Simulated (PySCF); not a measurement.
Compound: C2H2BrN3.
SMILES: `n1cnc([nH]1)Br`

Method: EOM-IP-CCSD/aug-cc-pVDZ in PySCF, restricted Hartree–Fock reference, frozen core, non-relativistic, gas phase, PBE0-D3(BJ)/def2-SVP geometry.

Hartree–Fock orbital energies give these Koopmans values (eV): HOMO 10.15, HOMO-1 11.87, HOMO-2 12.22, HOMO-3 12.91, HOMO-4 13.17, HOMO-5 14.25, HOMO-6 15.97, HOMO-7 17.45.

Task: What vertical ionisation energies does EOM-IP-CCSD give?

Result: 
```csv
leading hole (HF orbital),Koopmans (eV),EOM-IP-CCSD (eV),change (eV),one-hole share
HOMO,10.15,9.83,-0.32,0.95
HOMO-3,12.91,10.69,-2.22,0.94
HOMO-1,11.87,11.08,-0.79,0.94
HOMO-2,12.22,11.57,-0.65,0.96
HOMO-5,14.25,12.36,-1.89,0.94
HOMO-4,13.17,12.39,-0.78,0.95
HOMO-6,15.97,14.73,-1.24,0.95
HOMO-7,17.45,15.95,-1.50,0.95
```

Task: Does the order of the lines follow the orbital energies?

Result: No: the HOMO-3 hole (10.69 eV) falls below the HOMO-1 hole (11.08 eV); the HOMO-3 hole (10.69 eV) falls below the HOMO-2 hole (11.57 eV); the HOMO-5 hole (12.36 eV) falls below the HOMO-4 hole (12.39 eV). The corrections run from -2.22 to -0.32 eV, with a mean of -1.17 eV over the 8 lines; no line lies above its Koopmans value.

Task: At what kinetic energies would He I light (21.22 eV) eject these electrons?

Result: 11.39 eV (HOMO), 10.53 eV (HOMO-3), 10.14 eV (HOMO-1), 9.65 eV (HOMO-2), 8.86 eV (HOMO-5), 8.83 eV (HOMO-4), 6.49 eV (HOMO-6), 5.27 eV (HOMO-7).

Task: What total energy has the lowest final state, and which wavelength reaches it?

Result: E(CCSD) + ionisation energy = -2813.57179 + 0.36112 = -2813.21067 Eh, at the geometry of the initial state. The threshold wavelength is 1239.84 eV nm/9.83 eV = 126.1 nm.

Lines less than 0.15 eV apart could change places at a higher level. One root was sought for each valence orbital with −ε under 21 eV, eight at most, so deeper holes and satellites are missing; no vibrational structure.

On an Intel Xeon Platinum 8488C with one thread (shared host), this took 6.9 min wall and 3.0 GiB of memory at its peak.
